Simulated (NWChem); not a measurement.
**Correlation energy of Cl₂Se**

```
Se
Cl 1 2.1982
Cl 1 2.1982 2 102.60
```
Charge 0, spin multiplicity 1.

All runs are NWChem calculations. Structure: optimised with B3LYP/def2-SVP, a minimum by its harmonic frequencies.

Basis set: def2-SVP. Each correlation energy counts from its own Hartree-Fock reference.

The Hamiltonian is non-relativistic. The correlated methods keep 19 core orbitals frozen. The structure started from a generated list of species. Coupled-cluster values serve here as a point of comparison, not as the truth.

For the correlation energy, CR-CCSD(T) gives -531.5 mHa and CCSD+T(CCSD) gives -535.4 mHa. What do CR-CCSD[T], CCSD, MP2 give?

CR-CCSD[T]: -532.0 mHa; CCSD: -521.0 mHa; MP2: -494.2 mHa.
